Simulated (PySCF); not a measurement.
Changes within a family of molecules, several properties at once.

PySCF, wB97X-D/def2-SVPD, density fitting, gas phase; each molecule at its own GFN2-xTB geometry, one conformer. Singlet excitations by full TDDFT with frozen cores and triplets by Tamm–Dancoff TDDFT. 

Torsions of the conformers computed, which needn't be the lowest (atom-mapped SMILES):
- `[CH2:1]=[N:2][Si@H:3]([NH2:4])[PH2:5]`: C1–N2–Si3–N4 -143°, H–N4–Si3–N2 62°, H–N4–Si3–N2 -154°, H–P5–Si3–N2 -60°, H–P5–Si3–N2 -152°
- `[CH2:1]=[N:2][Si@@:3]([NH2:4])([PH2:5])[CH2:6][SiH3:7]`: C1–N2–Si3–N4 -131°, N2–Si3–C6–Si7 -68°, H–N4–Si3–N2 -67°, H–N4–Si3–N2 68°, H–P5–Si3–N2 -81°, H–P5–Si3–N2 -173°
- `[CH2:1]=[N:2][Si@@:3]([NH2:4])([PH2:5])[CH2:6][CH3:7]`: C1–N2–Si3–N4 -130°, N2–Si3–C6–C7 -70°, H–N4–Si3–N2 -64°, H–N4–Si3–N2 70°, H–P5–Si3–N2 168°, H–P5–Si3–N2 -100°
- `[CH2:1]=[N:2][Si@:3]([NH2:4])([PH2:5])[CH2:6][C:7]#[N:8]`: C1–N2–Si3–N4 -142°, N2–Si3–C6–C7 54°, H–N4–Si3–N2 49°, H–N4–Si3–N2 -87°, H–P5–Si3–N2 -73°, H–P5–Si3–N2 20°
- `[CH2:1]=[N:2][Si@@:3]([NH2:4])([PH2:5])[NH:6][SiH3:7]`: C1–N2–Si3–N4 -106°, N2–Si3–N6–Si7 -178°, H–N4–Si3–N2 71°, H–N4–Si3–N2 -65°, H–P5–Si3–N2 72°, H–P5–Si3–N2 165°
- `[CH2:1]=[N:2][Si:3]([NH2:4])([PH2:5])[PH2:6]`: C1–N2–Si3–N4 -132°, H–N4–Si3–N2 66°, H–N4–Si3–N2 -153°, H–P5–Si3–N2 34°, H–P5–Si3–N2 -59°, H–P6–Si3–N2 77°, H–P6–Si3–N2 170°
- `[CH:1]#[C:2][Si@@:3]([NH2:4])([PH2:5])[N:6]=[CH2:7]`: C2–Si3–N6–C7 -19°, H–N4–Si3–C2 74°, H–N4–Si3–C2 -66°, H–P5–Si3–C2 153°, H–P5–Si3–C2 61°
- `[CH2:1]=[N:2][Si@:3]([NH2:4])([PH2:5])[NH:6][CH3:7]`: C1–N2–Si3–N4 130°, N2–Si3–N6–C7 80°, H–N4–Si3–N2 173°, H–N4–Si3–N2 38°, H–P5–Si3–N2 173°, H–P5–Si3–N2 80°
- `[CH2:1]=[N:2][Si@:3]([CH3:4])([NH2:5])[PH2:6]`: C1–N2–Si3–C4 -126°, H–N5–Si3–N2 -72°, H–N5–Si3–N2 64°, H–P6–Si3–N2 -168°, H–P6–Si3–N2 -75°
- `[CH2:1]=[N:2][Si:3]([NH2:4])([PH2:5])[N:6]=[CH2:7]`: C1–N2–Si3–N4 119°, N2–Si3–N6–C7 133°, H–N4–Si3–N2 174°, H–N4–Si3–N2 41°, H–P5–Si3–N2 -47°, H–P5–Si3–N2 46°
- `[CH2:1]=[N:2][Si@@:3]([NH2:4])([PH2:5])[C:6]#[C:7][CH3:8]`: C1–N2–Si3–N4 129°, H–N4–Si3–N2 -53°, H–N4–Si3–N2 83°, H–P5–Si3–N2 84°, H–P5–Si3–N2 176°
- `[CH2:1]=[N:2][Si:3]([NH2:4])([NH2:5])[PH2:6]`: C1–N2–Si3–N4 111°, H–N4–Si3–N2 -82°, H–N4–Si3–N2 53°, H–N5–Si3–N2 -176°, H–N5–Si3–N2 -41°, H–P6–Si3–N2 -63°, H–P6–Si3–N2 -156°

Reference: `C=N[Si@H](N)P`, with HOMO energy -8.86 eV, LUMO energy 0.75 eV, lowest singlet excitation 3.88 eV, lowest triplet excitation 3.35 eV, mean polarisability 81.9 au and dipole moment 2.28 D.

Changes against it:

```
              molecule              change  Δ HOMO energy (eV)  Δ LUMO energy (eV)  Δ lowest singlet excitation (eV)  Δ lowest triplet excitation (eV)  Δ mean polarisability (au)  Δ dipole moment (D)
C=N[Si@@](N)(P)N[SiH3]    H on Si → NHSiH3               +0.28               +0.23                             +0.24                             +0.23                       +29.5                -1.09
        C=N[Si](N)(P)P       H on Si → PH2               +0.30               +0.02                             +0.15                             +0.16                       +26.7                -1.25
    C#C[Si@@](N)(P)N=C   H on Si → ethynyl                0.00               -0.04                             +0.09                             +0.09                       +19.7                -0.09
      C=N[Si@](N)(P)NC     H on Si → NHCH3               +0.47               +0.45                             +0.28                             +0.26                       +16.5                -1.17
       C=N[Si@](C)(N)P       H on Si → CH3               +0.34               +0.33                             +0.20                             +0.19                       +10.1                -1.77
      C=N[Si](N)(P)N=C     H on Si → N=CH2               +0.35               -0.08                             +0.13                             +0.14                       +15.6                -1.31
   C=N[Si@@](N)(P)C#CC  H on Si → propynyl               +0.12               +0.12                             +0.15                             +0.14                       +34.2                +0.61
        C=N[Si](N)(N)P       H on Si → NH2               +0.30               +0.41                             +0.30                             +0.28                        +5.1                -1.40
```

Rows whose labels were lost:

```tsv
row	Δ HOMO energy (eV)	Δ LUMO energy (eV)	Δ lowest singlet excitation (eV)	Δ lowest triplet excitation (eV)	Δ mean polarisability (au)	Δ dipole moment (D)
P	+0.28	+0.27	+0.21	+0.20	+34.6	-1.08
Q	+0.33	+0.33	+0.19	+0.18	+20.9	-1.59
R	-0.22	-0.24	+0.05	+0.07	+22.2	+1.23
```

Task: Which row belongs to which of `C=N[Si@@](N)(P)C[SiH3]` (H on Si → CH2SiH3), `C=N[Si@@](N)(P)CC` (H on Si → C2H5) and `C=N[Si@](N)(P)CC#N` (H on Si → CH2CN)?

Result: P = `C=N[Si@@](N)(P)C[SiH3]`, Q = `C=N[Si@@](N)(P)CC` and R = `C=N[Si@](N)(P)CC#N`. P and Q are told apart most clearly by the mean polarisability (+34.6 against +20.9 au); P and R are told apart most clearly by the dipole moment (-1.08 against +1.23 D); Q and R are told apart most clearly by the dipole moment (-1.59 against +1.23 D); P comes close to the labelled row of `C=N[Si@@](N)(P)N[SiH3]` in every column.

Task: Which row has the smallest HOMO–LUMO gap and which the largest, and does the HOMO or the LUMO shift more there?

Result: Smallest, counted from the reference: `C=N[Si](N)(P)N=C`, -0.43 eV (HOMO +0.35, LUMO -0.08), the larger shift being that of the HOMO. Largest: `C=N[Si](N)(N)P`, +0.11 eV (HOMO +0.30, LUMO +0.41), the larger shift being that of the LUMO.

Task: Fit a straight line for the change of the dipole moment against that of the HOMO energy over the labelled rows, and test it on P, Q and R.

Result: Over the 8 labelled rows the slope is -4.17 D/eV, the intercept +0.19 D, r = -0.77 and the standard error 0.54 D. P: predicted -0.98, computed -1.08 D; Q: predicted -1.18, computed -1.59 D; R: predicted +1.11, computed +1.23 D. The mean miss is 0.21 D, against 0.99 D for guessing the labelled rows' mean: the line carries over to these rows.
